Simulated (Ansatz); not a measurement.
Hg₃S₃⁺. Charge 1, multiplicity 2. Geometry r2SCAN-D4/def2-SVP, basis def2-TZVP, Ansatz.

Cartesian coordinates in Å:
```
Hg -0.779 3.140 1.919
Hg 0.789 -2.988 0.039
Hg 1.504 -1.116 -2.150
S -0.492 0.510 -1.629
S -1.057 -0.167 0.158
S 0.036 0.622 1.662
```

| run | HOMO (eV) | LUMO (eV) |
| --- | --- | --- |
| A | -10.27 | -8.53 |
| B | -10.54 | -8.47 |
| C | -9.90 | -9.18 |
| D | -9.65 | -9.27 |

In the def2 sets Hg takes a core potential; there is no spin–orbit coupling. Another isomer (doublet) lies 0.34 eV lower at PBE0-D4/def2-TZVP; other spin states weren't run for this one.

HOMO and LUMO are taken over both spins.

Task: The runs used PBE, PBE0, r2SCAN, r2SCAN0. Estimate which is which.

Result: A PBE0 (25 % exact exchange); B r2SCAN0 (25 % exact exchange); C r2SCAN (0 % exact exchange); D PBE (0 % exact exchange). Exact exchange lowers occupied and raises empty levels; among semilocal functionals meta-GGAs tend to open the gap a little, and such runs are hard to tell apart. The gap grows from 0.38 eV (PBE) to 2.07 eV (r2SCAN0).
